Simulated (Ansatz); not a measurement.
Cost and result up the ladder for the cluster Ga4O9H6 (the lowest singlet isomer of a short search) (19 atoms). Charge 0, multiplicity 1. Geometry: r2SCAN-D4/def2-SVP.

Cartesian coordinates in Å:
```
Ga -0.891 1.184 -0.810
Ga 1.061 -0.365 1.082
Ga 2.240 0.795 -1.271
Ga -1.419 -1.107 1.432
O 2.439 0.881 0.764
O -1.170 -0.794 -1.348
O -1.890 -1.582 -0.348
O 0.683 1.564 -1.619
O 1.563 -0.986 -0.732
O -0.554 0.594 0.914
O 0.290 -1.678 1.988
O -2.371 2.115 -1.102
O -2.823 -1.254 2.513
H -0.273 -1.198 -1.371
H -2.391 2.509 -1.983
H 2.095 -1.796 -0.766
H 3.607 0.856 -1.968
H -2.553 -1.477 3.413
H 2.359 1.738 1.211
```

Ansatz on 4 threads of Arm Neoverse V1 on a shared host. Times are rough, and most runs start from the orbitals of an earlier one. PBE0-D4/def2-SVP serves as the yardstick here, not as an exact answer. Binding counts from free atoms at the same level (Ga doublet, O triplet, H doublet; other spins of the atoms weren't run), without zero-point energy or a counterpoise term.

Correlated methods freeze 45 core orbitals; core or outer-core shells of Ga are correlated, in sets that lack core-valence functions. The structure holds one bond between oxygen atoms, so isomers without such links may lie far lower. The structure comes from a short search, and lower isomers may exist.

Correlated methods converge slowly with the basis, most of all in double-zeta sets.

```csv
level,functions,wall time,binding energy per atom (eV),difference from PBE0-D4/def2-SVP (eV)
PBE-D4/def2-SVP,284,14 s,3.90,0.17
PBE0-D4/def2-SVP,284,26 s,3.73,0.00
r2SCAN-D4/def2-SVP (with forces),284,26 s,3.82,0.09
MP2/def2-SVP,284,35 s,3.71,-0.02
```
